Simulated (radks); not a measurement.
Neutral dysprosium inside a hard spherical wall (all orbitals vanish at R), configuration held at [Xe] 4f10 6s2 and not refilled when levels cross. All-electron calculation, scalar-relativistic Kohn-Sham, PBE, spin-unpolarised, spherical densities, finite nucleus; Fermi nuclear charge, rms radius 5.2218 fm. Program: a radial shooting solver on a logarithmic mesh with Libxc functionals. Eigenvalues in eV, with the zero of energy where the potential of the charges vanishes at infinity; a dash marks a level that is unbound or too diffuse for the functional's potential to be trusted. A positive occupied level is held by the wall or, in an anion where self-interaction has pushed it up, behind a barrier. The pressure on the wall is -dE/dV.

R (bohr),E (hartree),kinetic (hartree),e(5s),e(5p),e(6s),e(4f),"e(5d, empty)","e(6p, empty)",pressure (GPa)
free,-12156.1758,13112.416,-48.909,-25.353,-3.747,-3.113,-1.173,-1.160,0
12,-12156.1754,13112.420,-48.874,-25.319,-3.720,-3.079,-1.133,-1.051,0.00593
10,-12156.1732,13112.439,-48.742,-25.188,-3.615,-2.950,-1.000,-0.789,0.0581
8,-12156.1587,13112.529,-48.235,-24.688,-3.147,-2.453,-0.502,0.121,0.579
7,-12156.1327,13112.661,-47.644,-24.111,-2.494,-1.870,0.098,1.260,1.90
6,-12156.0662,13112.948,-46.626,-23.129,-1.099,-0.852,1.201,3.540,6.73
5,-12155.8857,13113.643,-44.843,-21.441,2.117,0.988,3.329,8.474,27.5
4,-12155.3125,13115.787,-41.262,-18.057,10.774,4.932,8.103,20.715,150
3.5,-12154.5504,13118.663,-37.777,-14.630,20.831,9.011,13.098,33.931,418
3,-12152.8251,13125.085,-31.587,-8.136,40.793,16.504,22.456,58.587,1350
2.5,-12148.4129,13140.682,-19.206,5.835,83.950,31.198,41.957,108.79,5280
